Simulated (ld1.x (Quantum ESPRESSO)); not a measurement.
## What one change does to a pseudopotential (Ru (Z = 44), TM)

ruthenium, norm-conserving Troullier–Martins (Kleinman–Bylander form), made with ld1.x (Quantum ESPRESSO) 7.5 (PBE, scalar-relativistic). Core [Kr], reference 4d6 5s0 5p0 (charge +2). Waves: 5s (bound, empty): rc 2.65 bohr; 4d (bound): rc 1.30 bohr; 5p (bound, empty): rc 2.15 bohr. Local part: the p channel. Core correction: Bessel-smoothed model core, default radius (core density twice the valence density).

All-electron outer shells of the reference configuration (PBE, scalar-relativistic, ld1.x):

| shell | level (eV) | outermost node (bohr) | outermost maximum (bohr) |
| --- | --- | --- | --- |
| 4p | -66.41 | 0.49 | 0.98 |
| 4d | -24.14 | 0.48 | 1.20 |
| 5s | -19.07 | 1.22 | 2.44 |
| 5p | -13.46 | 1.37 | 2.90 |

Change: all radii but the core radius scaled by about 1.42 (s 3.76, p 3.04, d 1.84 bohr).

Cutoffs: the cutoffs (Ry, on a coarse ladder) from which the occupation-weighted sum of valence levels, in a spherical-Bessel basis at the reference potential, stays within 10 and 1 mRy of its value at 400 Ry; they do not see the model core or the augmentation charge, which bear on the density cutoff. Errors are all-electron minus pseudo energies relative to the spin-unpolarised reference configuration.

Task: How do hardness, ghosts and transferability respond?

Result: The potential gets softer (60 Ry and 70 Ry → 50 Ry and 55 Ry); the bound ghost in s disappears; of the 7 tests that both files solve, the error grows in 5 and shrinks in 0 by more than 15 % and 0.3 meV (median size 136.2 → 197.2 meV). A larger radius leaves more room for a smooth pseudo-wave, so fewer plane waves are needed. More of the atom is replaced by a form fitted at one configuration, so other configurations suffer.

| quantity | base | changed |
| --- | --- | --- |
| cutoff, loose | 60 Ry | 50 Ry |
| cutoff, tight | 70 Ry | 55 Ry |
| bound ghosts | s | none |
| error for 4d7 5s1 5p0, meV [ΔE -25.48 eV] | -136 | -236 |
| error for 4d7 5s0 5p0, meV [ΔE -18.19 eV] | -169 | -197 |
| error for 4d5 5s0 5p0, meV [ΔE 30.62 eV] | -271 | -292 |
| error for 4d4 5s0 5p0, meV [ΔE 75.13 eV] | -1209 | -1259 |
| error for 4d6 5s1 5p0, meV [ΔE -15.37 eV] | -13 | -44 |
| error for 4d7 5s0 5p1, meV [ΔE -22.02 eV] | -118 | -154 |
| error for 4d6 5s2 5p0, meV [ΔE -23.78 eV] | -38 | -89 |

 A true bound ghost makes a file unfit for plane-wave use even where its test errors are small: the radial tests pick states by their node count and pass the ghost by.
